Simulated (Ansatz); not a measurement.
One change: `OC(Cl)C[SiH3]` becomes `O[SiH2]C(O)Cl`.

Ansatz, PBE0-D4/def2-TZVP geometries, multiplicity 1. Each molecule was computed in one conformer, which needn't be the lowest.

| property | `OC(Cl)C[SiH3]` |
| --- | --- |
| LUMO energy (PBE/def2-TZVPP) / eV | -0.63 |
| HOMO energy (B3LYP/def2-TZVPP) / eV | -8.19 |
| HOMO–LUMO gap (PBE/def2-TZVPP) / eV | 6.32 |
| HOMO–LUMO gap (PBE0/def2-TZVPP) / eV | 8.79 |
| size of the dipole moment (PBE/def2-TZVPP) / D | 1.76 |
| LUMO energy (B3LYP/def2-TZVPP) / eV | 0.06 |

**Question.** Give the same properties after the change, and the shifts. (Estimate.)

**Answer.** Computed: 
```
                                      property  `O[SiH2]C(O)Cl`  shift
             LUMO energy (PBE/def2-TZVPP) / eV            -0.97  -0.34
           HOMO energy (B3LYP/def2-TZVPP) / eV            -7.94   0.25
           HOMO–LUMO gap (PBE/def2-TZVPP) / eV             5.79  -0.53
          HOMO–LUMO gap (PBE0/def2-TZVPP) / eV             8.15  -0.64
size of the dipole moment (PBE/def2-TZVPP) / D             1.65  -0.11
           LUMO energy (B3LYP/def2-TZVPP) / eV            -0.29  -0.35
```

With PBE0 the HOMO rises by 0.27 eV and the LUMO falls by 0.36 eV, so the gap narrows by about 0.63 eV. PBE moves the HOMO by 0.18 eV and ωB97M-V by 0.34 eV. The zero-point energy changes by -56.8 kJ/mol with -6 modes. Dipoles are sizes alone; their direction can turn.

Positive LUMOs are unbound, so they and the gaps depend on the basis.

B3LYP here is the variant with VWN-RPA as its local correlation; programs differ in this.
